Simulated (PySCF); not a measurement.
Unknown compound

Molecular formula: C5H9NO2Si. Simulated spectra:

$^{1}$H NMR (600 MHz, computed): δ 7.30 (m, 1H), 6.47 (m, 1H), 5.64 (m, 1H), 4.86 (m, 1H), 4.84 (m, 1H), 4.84 (br s, 1H), 2.02 (s, 3H).

$^{13}$C{$^{1}$H} NMR (computed): δ 179.0, 160.2, 133.3, 76.8, 24.0.

One computed conformer, in vacuum, relativity neglected, fast rotation and ring inversion assumed for equivalent nuclei. Shielding tensors at PBE0/pcSseg-1 (GIAO); coordinates at the GFN2-xTB level; PySCF 2.14.0 with density-fitted response routines.

Referencing at the same level of theory: $^{1}$H and $^{13}$C vs TMS.

Which candidate is it?
A. C#C[C@H](C)NC(=O)[SiH2]O
B. CO[Si@@H](O)[C@H]1C[C@@H]1C#N
C. C=NC(=C)O[SiH2]C(C)=O
D. CCc1nocc1O[SiH3]
E. C=C([SiH2]N)C(=O)CC=O
F. CC(=O)N[Si@H]1C=CCO1

Answers

F. 

The formula gives 3 degrees of unsaturation (1 ring in the answer). 5 carbon signals for 5 carbons: no two carbons are equivalent. Carbon types of the structure: 1 × C, 2 × CH, 1 × CH2, 1 × CH3, leaving 2 H on heteroatoms. δC 179.0: amide carbonyl carbon; it is a carbonyl in resonance with an O or N lone pair, the region of acids, esters and amides. δC 160.2, 133.3: alkene CH; an sp2 carbon of a C=C bond. δC 76.8: allylic sp3 CH2 bonded to O; deshielded by the electronegative neighbour. δC 24.0: methyl carbon α to a carbonyl; the adjacent C=O deshields it moderately. δH 4.84: hydrogen on an amide-type nitrogen; exchangeable; this is the value without hydrogen bonding to other molecules.

The others: CO[Si@@H](O)[C@H]1C[C@@H]1C#N has carbons computed at 127.6, 51.3, 12.6, 10.2, -1.4; C=NC(=C)O[SiH2]C(C)=O has carbons computed at 245.9, 168.4, 157.4, 81.1, 40.2, with a different DEPT pattern; C=C([SiH2]N)C(=O)CC=O would give 5 signals for carbon-bound and other non-exchanging H, not 6; CCc1nocc1O[SiH3] would give 4 signals for carbon-bound and other non-exchanging H, not 6; C#C[C@H](C)NC(=O)[SiH2]O would give 5 signals for carbon-bound and other non-exchanging H, not 6.

OH and NH positions are those of a molecule without intermolecular hydrogen bonds; in solution they move with solvent, concentration and temperature, and exchange usually removes their couplings. Shifts are as computed. Against solution values, carbons near 30 ppm lie about +3 ppm off and those near 130 ppm about +5 ppm. Of 1309 compounds with measured shifts, 239 miss one by over three times the rms of a fit or turn the order of signals round; such compounds aren't used in these exercises. The C=O carbon of an acid or of an amide with N–H lies up to 10 ppm further downfield in solution, through hydrogen bonding that the calculation lacks. Multiplicities follow the n + 1 count of equivalent neighbours, as no J values were calculated; m marks all less simple cases, F and P coupling included.
